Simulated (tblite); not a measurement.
C₇H₈FN (charge +1 and doublet state).
Atom-mapped SMILES: `[NH2+:1][c:2]1[cH:3][cH:4][c:5]([CH2:6][F:7])[cH:8][cH:9]1` (hydrogens: H10, H11 on N1; H12 on C3; H13 on C4; H14, H15 on C6; H16 on C8; H17 on C9)

Structure used (GFN2-xTB), in Å, numbered top down from 1:
```xyz
17
C7H8FN angstrom
N      2.9350    0.2381    0.0999
C      1.6120    0.1367    0.0528
C      0.8981   -0.5212    1.0950
C     -0.4633   -0.6284    1.0380
C     -1.1810   -0.0901   -0.0491
C     -2.6573   -0.2077   -0.1213
F     -3.1826   -0.8451    0.9532
C     -0.4813    0.5695   -1.0839
C      0.8786    0.6830   -1.0408
H      3.4507    0.7027   -0.6351
H      3.4584   -0.1513    0.8724
H      1.4467   -0.9332    1.9282
H     -1.0067   -1.1283    1.8259
H     -2.9639   -0.7691   -1.0192
H     -3.1323    0.7852   -0.1808
H     -1.0326    0.9847   -1.9140
H      1.4144    1.1865   -1.8312
```

All values are computed: GFN2-xTB (tblite) harmonic vibrations without scaling, gas phase. The method is semi-empirical: single wavenumbers can be off by several per cent or more. One conformer, not necessarily the lowest. Open shells enter through the occupations alone, without spin polarisation, and single modes of such species can be off by tens of per cent.

Harmonic wavenumbers (cm⁻¹): 68.3, 117.9, 187.5, 254.2, 341.2, 348.7, 395.7, 451.8, 520.8, 525.8, 583.3, 591.0, 644.6, 758.7, 793.2, 811.1, 861.9, 890.1, 921.5, 925.2, 958.2, 982.4, 1082.6, 1136.1, 1146.9, 1174.6, 1208.8, 1251.3, 1275.5, 1341.1, 1344.2, 1358.3, 1420.1, 1425.9, 1462.7, 1515.5, 1590.9, 2843.3, 2872.8, 3095.2, 3096.7, 3105.5, 3106.6, 3402.8, 3458.5.

A = 4654, B = 960.2, C = 800.0 MHz; mass 125.064 u (most abundant isotopes); point group Cs, symmetry number 1; spin multiplicity 2.

Q: What is the zero-point energy?

A: ½Σν̃ = 28824 cm⁻¹ = 344.82 kJ/mol.

Q: Give the ideal-gas entropy at 400 K and 1 bar in the rigid-rotor, harmonic-oscillator model (classical rotation).

A: Translation 175.19, rotation 124.53, vibration 121.15, spin (R ln 2) 5.76: S = 426.6 J/(mol K).

Q: And Cp and H(400 K) − H(0)?

A: Cp = 184.22 J/(mol K), of which vibrations give 150.96 (their classical limit is 45 R = 374.2); H(400 K) − H(0) = 41.02 kJ/mol without the zero-point energy, 27.72 from vibrations.

Q: Blend soft modes into free rotors: weight 1/[1 + (100 cm⁻¹/ν̃)⁴] for the oscillator and the rest for a rotor with moment μB/(μ + B), μ = h/(8π²ν), B = 10⁻⁴⁴ kg m². What vibrational entropy results?

A: 115.75 J/(mol K) in place of 121.15, which changes −T·S at 400 K by +2.16 kJ/mol.

Q: Which modes carry the vibrational entropy at 400 K?

A: 68.3 cm⁻¹: 20.01; 117.9 cm⁻¹: 15.51; 187.5 cm⁻¹: 11.75; 254.2 cm⁻¹: 9.34; 341.2 cm⁻¹: 7.11; 348.7 cm⁻¹: 6.96 J/(mol K); the other 39 give 50.48 together.

Q: What must be added to the electronic energy to get the Gibbs energy at 400 K and 1 bar?

A: ZPE + [H(400 K) − H(0)] − T·S = 344.82 + 41.02 − 170.65 = 215.19 kJ/mol.

Q: How do the functions run with temperature in this model?

A: 
```json
{"T (K)": "150", "S (J/(mol K))": "305.3", "Cp (J/(mol K))": "79.3", "H − H(0) (kJ/mol)": "7.95", "G − H(0) (kJ/mol)": "-37.85", "ln q(vib)": "1.53"}
{"T (K)": "250", "S (J/(mol K))": "355.5", "Cp (J/(mol K))": "121.6", "H − H(0) (kJ/mol)": "17.96", "G − H(0) (kJ/mol)": "-70.93", "ln q(vib)": "3.26"}
{"T (K)": "298.15", "S (J/(mol K))": "378.8", "Cp (J/(mol K))": "142.7", "H − H(0) (kJ/mol)": "24.32", "G − H(0) (kJ/mol)": "-88.60", "ln q(vib)": "4.18"}
{"T (K)": "600", "S (J/(mol K))": "513.8", "Cp (J/(mol K))": "245.3", "H − H(0) (kJ/mol)": "84.42", "G − H(0) (kJ/mol)": "-223.85", "ln q(vib)": "10.51"}
{"T (K)": "900", "S (J/(mol K))": "624.6", "Cp (J/(mol K))": "299.8", "H − H(0) (kJ/mol)": "166.97", "G − H(0) (kJ/mol)": "-395.18", "ln q(vib)": "16.83"}
```

q(vib) and H(0) count from the zero-point level.

Hindered rotation and anharmonicity are outside this model. Other conformers, if any are populated, would add a mixing term that is left out.

Hardware: an AMD EPYC 7B13 with one thread, no GPU, shared host with 64 logical CPUs at a one-minute load of 8.8. Cost: 0.67 s wall. This covers the Hessian and the dipole derivatives.
